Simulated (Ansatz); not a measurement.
Reading a saddle point

A first-order saddle point of SnH$_{5}$SBr, closed shell, PBE0-D4/def2-TZVP, with one imaginary mode of 196i cm⁻¹:

| atom | x (Å) | y (Å) | z (Å) |
| --- | --- | --- | --- |
| Sn1 | -0.8777 | -0.4854 | -0.2221 |
| Br2 | 1.8089 | -1.4999 | 0.3740 |
| H3 | -0.7588 | -1.4307 | -1.6215 |
| H4 | -1.2241 | -1.1315 | 1.3069 |
| H5 | -2.1093 | 0.6943 | -0.5163 |
| H6 | 1.7054 | 0.4495 | 0.0112 |
| S7 | 0.8298 | 1.5502 | -0.3131 |
| H8 | 0.6256 | 1.8536 | 0.9808 |

Ansatz 0.2.0; basis: def2-TZVPP and def2-QZVPP; cores frozen in the correlated methods. Filled d shells of the heavier atoms are correlated. Core potentials replace the inner electrons of the atoms past krypton. The def2 sets are not built for correlating such inner shells, so the correlated values are less sure here. Extrapolation: Hartree–Fock as exp(−7.88 √X), correlation as X^−2.97.

Problem. Which contacts change along the imaginary mode, and what lies on either side? (Judge from chemistry; the calculation decides.)

Solution. Computed: The step is SnH₃Br ([Br][SnH3]) + H₂S → SnH₄S ([SH][SnH3]) + HBr, with the molecules in contact on both sides. Shortening one way: Sn1–S7, Br2–H6; lengthening the same way: Sn1–Br2, H6–S7.
```
   pair  one side (Å)  saddle (Å)  other side (Å)
 Sn1–S7          3.88        2.66            2.43
 Br2–H6          2.95        1.99            1.45
Sn1–Br2          2.50        2.93            4.23
  H6–S7          1.34        1.44            2.26
```

Problem. Which side is lower, and how far does the saddle lie above each? (An estimate is asked for; the value comes from the calculation.)

Solution. The calculation gives: The side with Sn1–Br2, H6–S7 short is lower by 10.44 kcal/mol; the saddle lies 26.69 kcal/mol above it and 16.25 kcal/mol above the other (CCSD(T) at an estimated basis limit (MP2 extrapolated from triple and quadruple zeta, plus CCSD(T) − MP2 in triple zeta); electronic energies).

The T1 diagnostic stays at or below 0.012.

Exchanges of this kind with a chalcogen hydride build sulfide and selenide films.

Labels in which every atom is bracketed show which atoms are joined, not bond orders.

For scale, one of the runs: CCSD(T)/def2-TZVPP, 210 basis functions, launched by `ansatz run in.yaml --threads 4 --pin off --events-out ev --progress --plain --max-ram 9574MiB`. The run took 2.2 min on 4 CPU threads of an Arm Neoverse V1 (shared host), with 3.1 GiB of host memory at its peak.
